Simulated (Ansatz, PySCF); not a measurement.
Species: S$_{3}$ (charge -1, doublet). It need not be the lowest isomer of its formula. 
Structure (B3LYP-D3(BJ)/def2-TZVP (Ansatz, a quantum-chemistry and plane-wave program) minimum search):
SMILES: S([S])[S-]
```xyz
3

S      0.0077    -0.7143     0.0134
S      1.6969     0.3751    -0.0294
S     -1.7046     0.3392     0.0160
```
Charge -1, spin multiplicity 2.

Total electronic energies in hartree. Cores are frozen in the correlated levels unless marked. UHF or UKS for open shells. No spin-orbit coupling. Non-relativistic. Basis-set limits of correlation are two-point, X^-3; Hartree-Fock from the larger set. The bracket is a focal-point correction in the basis named.

| level | program | energy (Eh) |
|---|---|---|
| HF/aug-cc-pV(D+d)Z | Ansatz | -1192.66023 |
| HF/cc-pV(T+d)Z | Ansatz | -1192.69264 |
| RI-HF/aug-cc-pV(Q+d)Z | Ansatz | -1192.70890 |
| TPSS-D3(BJ)/def2-TZVPD | PySCF + dftd3 | -1194.77500 |
| r2SCAN/def2-TZVPD | Ansatz | -1194.61968 |
| B3LYP-D4/def2-TZVPD | Ansatz + dftd4 | -1194.75465 |
| B3LYP/def2-TZVPD | PySCF | -1194.74759 |
| PW6B95-D4/def2-TZVPD | PySCF + dftd4 | ? |
| CAM-B3LYP-D3(BJ)/def2-TZVPD | Ansatz + dftd3 | -1194.72481 |
| CAM-B3LYP-D4/def2-TZVPD | Ansatz + dftd4 | -1194.72518 |
| CAM-B3LYP/def2-TZVPD | Ansatz | -1194.72143 |
| B2GP-PLYP/def2-TZVPD | Ansatz | -1194.17665 |
| RPA@PBE/cc-pV(T+d)Z | Ansatz | -1193.51626 |
| MP2/6-31G | Ansatz | -1192.62234 |
| MP2/cc-pV(T+d)Z | Ansatz | -1193.21051 |
| MP2/cc-pV(Q+d)Z | Ansatz | -1193.27374 |
| SCS-MP2/6-31G | Ansatz | -1192.61755 |
| SCS-MP2/6-31G* | Ansatz | -1192.91528 |
| SCS-MP2/aug-cc-pV(D+d)Z | Ansatz | -1193.06957 |
| CCSD/aug-cc-pV(T+d)Z | Ansatz | -1193.26581 |
| CCSD/cc-pV(T+d)Z | Ansatz | -1193.24535 |
| CCSD(T)/6-31G | Ansatz | -1192.64639 |
| RI-MP2/CBS(aug-cc-pV(T+d)Z,aug-cc-pV(Q+d)Z)+[CCSD(T)-MP2]/aug-cc-pV(T+d)Z | Ansatz | -1193.3824 |

Task: Complete the blanks.

Result: 
- PW6B95-D4/def2-TZVPD, energy (Eh): -1195.66678
